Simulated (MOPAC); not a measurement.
Input file for MOPAC: PM7 on CH4BeSe (SMILES [CH3][Be][SeH]), a point of a bond scan (R = 1.477 Å).

```
PM7 1SCF PRECISE CHARGE=0 THREADS=1
CH4BeSe

Be     0.84087454 1    -0.76089314 1    -0.21395214 1
C      2.06337196 1    -1.85751166 1    -0.53818992 1
H      1.55622584 1    -3.24163773 1    -0.63581362 1
H      2.83970476 1    -1.84920725 1     0.23293687 1
H      2.55737254 1    -1.63238092 1    -1.48948226 1
Se    -0.64194585 1     0.60717560 1     0.13442119 1
H     -1.00235638 1    -0.09094968 1     1.38167697 1
```

Output:

```
*******************************************************************************
 **                                                                           **
 **                              MOPAC v23.2.5                                **
 **                                                                           **
 *******************************************************************************
 ** MOPAC's Digital Object Identifier: https://doi.org/10.5281/zenodo.6511958 **
 **                                                                           **
 ** Please cite the open-source release paper for use of this MOPAC version:  **
 ** J. E. Moussa and J. J. P. Stewart (2026)                                  **
 ** MOPAC: An open-source semiempirical molecular orbital program             **
 ** J. Open Source Softw., 11(119), 8025, https://doi.org/10.21105/joss.08025 **
 *******************************************************************************

                              PM7 CALCULATION RESULTS

 *******************************************************************************
 *  PM7        - The PM7 Hamiltonian to be used
 *
 *
 *
 *                 CHARGE ON SYSTEM = 0
 *
 *
 *
 *  PRECISE    - TIGHTER CRITERIA TO BE USED
 *  1SCF       - DO 1 SCF AND THEN STOP
 *  THREADS=1  - MULTI-THREADING NOT USED
 *  T=         - A TIME OF 172800.0 SECONDS REQUESTED
 *  DUMP=N     - RESTART FILE WRITTEN EVERY 7200.0 SECONDS REQUESTED
 *******************************************************************************
PM7 1SCF PRECISE CHARGE=0 THREADS=1
 CH4BeSe

   ATOM   CHEMICAL          X               Y               Z
  NUMBER   SYMBOL      (ANGSTROMS)     (ANGSTROMS)     (ANGSTROMS)

     1      Be          0.84087454  *  -0.76089314  *  -0.21395214  *
     2       C          2.06337196  *  -1.85751166  *  -0.53818992  *
     3       H          1.55622584  *  -3.24163773  *  -0.63581362  *
     4       H          2.83970476  *  -1.84920725  *   0.23293687  *
     5       H          2.55737254  *  -1.63238092  *  -1.48948226  *
     6      Se         -0.64194585  *   0.60717560  *   0.13442119  *
     7       H         -1.00235638  *  -0.09094968  *   1.38167697  *



          CARTESIAN COORDINATES

    NO.       ATOM           X           Y           Z

     1        Be          0.8409     -0.7609     -0.2140
     2         C          2.0634     -1.8575     -0.5382
     3         H          1.5562     -3.2416     -0.6358
     4         H          2.8397     -1.8492      0.2329
     5         H          2.5574     -1.6324     -1.4895
     6        Se         -0.6419      0.6072      0.1344
     7         H         -1.0024     -0.0909      1.3817

 General Reference for PM7:
 "Optimization of Parameters for Semiempirical Methods VI: More Modifications to the
 NDDO Approximations and Re-optimization of Parameters", J. J. P. Stewart, J. Mol. Mod., 1:32, 19 (2013)
 https://link.springer.com/article/10.1007/s00894-012-1667-x

           Empirical Formula: C H4 Be Se  =     7 atoms



      MOLECULAR POINT GROUP   :   C1


      RHF CALCULATION, NO. OF DOUBLY OCCUPIED LEVELS = 8


 -------------------------------------------------------------------------------
 PM7 1SCF PRECISE CHARGE=0 THREADS=1
 CH4BeSe



     1SCF WAS SPECIFIED, SO BFGS WAS NOT USED
     SCF FIELD WAS ACHIEVED


                              PM7 CALCULATION
                                                       MOPAC v23.2.5 Linux




          FINAL HEAT OF FORMATION =         18.54773 KCAL/MOL =      77.60370 KJ/MOL


          COSMO AREA              =        112.65 SQUARE ANGSTROMS
          COSMO VOLUME            =         96.86 CUBIC ANGSTROMS

          IONIZATION POTENTIAL    =          8.286570 EV
          HOMO LUMO ENERGIES (EV) =         -8.287  0.735
          NO. OF FILLED LEVELS    =          8
          MOLECULAR WEIGHT        =        104.0148         POINT GROUP:  C1

          MOLECULAR DIMENSIONS (Angstroms)

            Atom       Atom       Distance
            H     7    H     5     4.82610
           Se     6    H     3     3.04792
            H     4   Se     6     1.80756


          SCF CALCULATIONS        =          1





   ATOM   CHEMICAL          X               Y               Z
  NUMBER   SYMBOL      (ANGSTROMS)     (ANGSTROMS)     (ANGSTROMS)

     1      Be          0.84087454  *  -0.76089314  *  -0.21395214  *
     2       C          2.06337196  *  -1.85751166  *  -0.53818992  *
     3       H          1.55622584  *  -3.24163773  *  -0.63581362  *
     4       H          2.83970476  *  -1.84920725  *   0.23293687  *
     5       H          2.55737254  *  -1.63238092  *  -1.48948226  *
     6      Se         -0.64194585  *   0.60717560  *   0.13442119  *
     7       H         -1.00235638  *  -0.09094968  *   1.38167697  *

                             CARTESIAN COORDINATES

   1   Be        0.840874540    -0.760893140    -0.213952140
   2    C        2.063371960    -1.857511660    -0.538189920
   3    H        1.556225840    -3.241637730    -0.635813620
   4    H        2.839704760    -1.849207250     0.232936870
   5    H        2.557372540    -1.632380920    -1.489482260
   6   Se       -0.641945850     0.607175600     0.134421190
   7    H       -1.002356380    -0.090949680     1.381676970


           Empirical Formula: C H4 Be Se  =     7 atoms



      MOLECULAR POINT GROUP   :   C1


                  EIGENVALUES
 -23.63541 -22.53348 -13.56440 -12.51805 -11.86670 -11.79045 -10.17990  -8.28657
   0.73470   1.39780   2.54971   2.94542   3.63718   4.79799   5.97678   7.00899


              NET ATOMIC CHARGES AND DIPOLE CONTRIBUTIONS

  ATOM NO.   TYPE          CHARGE      No. of ELECS.   s-Pop       p-Pop
    1         Be           0.483109        1.5169     0.74403     0.77287
    2          C          -0.736164        4.7362     1.10147     3.63469
    3          H           0.185014        0.8150     0.81499
    4          H           0.151792        0.8482     0.84821
    5          H           0.153271        0.8467     0.84673
    6         Se          -0.262851        6.2629     1.94220     4.32065
    7          H           0.025830        0.9742     0.97417
 DIPOLE           X         Y         Z       TOTAL
 POINT-CHG.     0.677    -1.406    -0.083     1.563
 HYBRID         0.557    -0.912     0.537     1.196
 SUM            1.235    -2.318     0.453     2.665


          ATOMIC ORBITAL ELECTRON POPULATIONS

     Atom    s        px        py        pz
    1 Be   0.74403   0.38028   0.32695   0.06564
    2  C   1.10147   1.23785   1.21098   1.18587
    3  H   0.81499
    4  H   0.84821
    5  H   0.84673
    6 Se   1.94220   1.57498   1.45435   1.29132
    7  H   0.97417

 **********************
 *                    *
 * JOB ENDED NORMALLY *
 *                    *
 **********************




 == MOPAC DONE ==
```

The run finished.

Cost: very roughly 0.010 core-seconds.
